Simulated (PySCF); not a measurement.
**TDDFT excited states: C3H5F3O**

Species: MeOCH2CF3, C3H5F3O.
Z-matrix (Å and degrees, GFN2-xTB geometry), rows numbered from 1:
```
C 
O   1  1.4154
C   2  1.3901  1  115.05
C   3  1.5367  2  113.76  1   -71.18
F   4  1.3426  3  110.58  2  -162.31
F   4  1.3433  3  112.93  2    78.89
F   4  1.3338  3  112.78  2   -42.31
H   1  1.0873  2  105.67  3  -171.10
H   1  1.0934  2  112.03  3    70.05
H   1  1.0952  2  110.87  3   -52.32
H   3  1.1013  2  112.36  1    50.71
H   3  1.0935  2  106.62  1   170.88
```

Method: TDDFT B3LYP/def2-SVPD, vertical, gas phase, core orbitals frozen in the response (PySCF 2.14.0, density-fitted response routines).

Task: What does the calculation give for the low-lying excited states?

Result: 

```
state  E (eV)  λ (nm)  ν̃ (cm⁻¹)       f  main configurations (H = HOMO, L = LUMO)
   S1    7.29   170.1      58810   0.015                                 H→L (95%)
   S2    8.02   154.7      64650   0.019                  H→L+2 (69%), H→L+1 (24%)
   S3    8.21   151.0      66220  0.0065                  H→L+1 (75%), H→L+2 (22%)
   S4    8.53   145.4      68780   0.035                  H→L+3 (77%), H→L+4 (20%)
   S5    8.74   141.9      70470  0.0088                  H-1→L (78%), H→L+4 (14%)
   S6    8.74   141.8      70510  0.0095     H→L+4 (62%), H→L+3 (19%), H-1→L (14%)
   S7    9.16   135.3      73920  0.0026                  H→L+5 (85%), H→L+6 (11%)
   S8    9.38   132.1      75670  0.0067                  H→L+6 (85%), H→L+5 (11%)
```

Triplets, Tamm–Dancoff:

```csv
state,E (eV),λ (nm),"main configurations (H = HOMO, L = LUMO)"
T1,7.10,174.7,"H→L (82%), H→L+2 (15%)"
T2,7.65,162.1,"H→L+2 (60%), H→L (16%), H→L+1 (15%)"
T3,8.11,152.9,"H→L+1 (81%), H→L+2 (13%)"
```

The lowest singlet comes at 170 nm (703 kJ/mol) in the vacuum ultraviolet; it is weak; its leading configuration is HOMO→LUMO (95%). The strongest level in the table is S4 at 8.53 eV (145 nm, f = 0.035). S5/S6 lie within about 0.01 eV of each other. Löwdin shares by element: HOMO oxygen 59%, carbon 18% or more, hydrogen 6% or more (atoms not listed hold the other 17%); LUMO carbon 45%, hydrogen 10% or more (atoms not listed hold the other 45%). Weighted by f, the mean energy of these states is 8.34 eV. Of the 8 states listed, 3 reach f = 0.01 and none stays under 0.0005. The listed states span 2.09 eV, and the widest gap between neighbours is 0.73 eV (S1 to S2). Singlets were solved by full linear response, triplets in the Tamm–Dancoff approximation.

One conformer stands for the species.
